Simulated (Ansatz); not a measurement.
Born–Oppenheimer molecular dynamics of C2H7AlO2 (12 atoms, charge 0, multiplicity 1). It starts at the highest image of a converged band. Of that band: Neighbouring images differ by up to 3.3 eV, so the band resolves the path poorly. A vibrational analysis at the climbing image gives 2 clearly imaginary modes (1493i, 69i cm⁻¹): a point of higher order, so a lower path passes nearby.

The calculation used RKS BHLYP-D4/def2-SVP in Ansatz 0.2.0.

* ensemble: NVE (velocity Verlet)
* time step: 0.5 fs
* steps asked: 200
* starting velocities drawn for: 300 K
* seed: 4697

First frame:

```xyz
12
Properties=species:S:1:pos:R:3
Al -0.436 0.574 0.373
C 1.381 -0.482 0.484
O -0.615 1.302 -1.158
C -0.812 -0.103 -1.454
H 0.317 -0.709 -0.353
O -1.072 0.728 1.919
H 2.165 -0.234 -0.233
H 1.485 -1.515 0.822
H 1.539 0.135 1.383
H -1.859 -0.335 -1.682
H -0.180 -0.444 -2.280
H -1.913 1.083 2.178
```

Question: How far do the bonds stretch over the last three quarters of this one trajectory? (Pairs bonded in most of those frames.)

Answer: 
```json
{"bond": "Al1–O3", "mean (Å)": "1.707", "spread (Å)": "0.012", "shortest": "1.69", "longest": "1.73"}
{"bond": "Al1–C4", "mean (Å)": "1.870", "spread (Å)": "0.072", "shortest": "1.77", "longest": "1.97"}
{"bond": "Al1–O6", "mean (Å)": "1.673", "spread (Å)": "0.021", "shortest": "1.63", "longest": "1.70"}
{"bond": "C2–H5", "mean (Å)": "1.096", "spread (Å)": "0.030", "shortest": "1.05", "longest": "1.15"}
{"bond": "C2–H7", "mean (Å)": "1.096", "spread (Å)": "0.023", "shortest": "1.05", "longest": "1.13"}
{"bond": "C2–H8", "mean (Å)": "1.095", "spread (Å)": "0.020", "shortest": "1.06", "longest": "1.14"}
{"bond": "C2–H9", "mean (Å)": "1.096", "spread (Å)": "0.018", "shortest": "1.05", "longest": "1.13"}
{"bond": "O3–C4", "mean (Å)": "1.491", "spread (Å)": "0.037", "shortest": "1.46", "longest": "1.58"}
{"bond": "C4–H10", "mean (Å)": "1.094", "spread (Å)": "0.013", "shortest": "1.07", "longest": "1.12"}
{"bond": "C4–H11", "mean (Å)": "1.094", "spread (Å)": "0.006", "shortest": "1.08", "longest": "1.11"}
{"bond": "O6–H12", "mean (Å)": "0.954", "spread (Å)": "0.011", "shortest": "0.93", "longest": "0.98"}
```

Mean temperature of the second half: 864 K. The conserved energy stayed within 0.13 meV per atom of its start (net change 0.092 meV per atom), so the integration is sound. The system heated up, since it started high on the potential surface and ran downhill. A run of 0.1 ps of so small a system gives no equilibrium averages. The orbitals stay closed-shell, which can raise the energy where a bond breaks towards radicals; this wasn't checked here.

The run took 10 min on 2 threads of Arm Neoverse V1, with other jobs on the host, peak memory 0.23 GiB.
